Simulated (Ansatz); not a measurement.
Species: sum formula H3SiO4, net charge 0, doublet state. It need not be the lowest isomer of its formula. 
Geometry from a B3LYP-D3(BJ)/def2-TZVP (Ansatz, a first-principles code) optimisation:
```xyz
8

Si    -0.0018     0.0143    -0.0279
O      0.9145    -0.1529    -1.3971
O     -1.5663    -0.1017    -0.4568
O      0.5755    -1.1955     0.9111
O      0.1575     1.4180     0.7826
H     -2.1885     0.5029    -0.0436
H      0.5494    -2.0921     0.5645
H      1.0146     1.6462     1.1508
```
Charge 0, spin multiplicity 2.

Atomisation energy built up term by term with Ansatz (kcal/mol; UHF references for open shells; valence terms freeze the core; atomic spin-orbit terms are left out). CBS marks a two-point X^-3 extrapolation of the correlation energy; Hartree-Fock from the larger set.

| term | basis | kcal/mol |
|---|---|---|
| Hartree-Fock | cc-pV(Q+d)Z | 532.61 |
| CCSD correlation | CBS(cc-pV(T+d)Z,cc-pV(Q+d)Z) | 227.48 |
| (T) | CBS(cc-pV(T+d)Z,cc-pV(Q+d)Z) | 15.60 |
| core correlation | cc-pwCVTZ | 1.43 |
| scalar relativity (X2C) | cc-pVTZ-DK against cc-pVTZ | -1.94 |
| sum: De |  | 775.2 |

(T) makes 2.0 % of the CCSD(T) atomisation energy; under 5 % is typical of single-reference molecules.
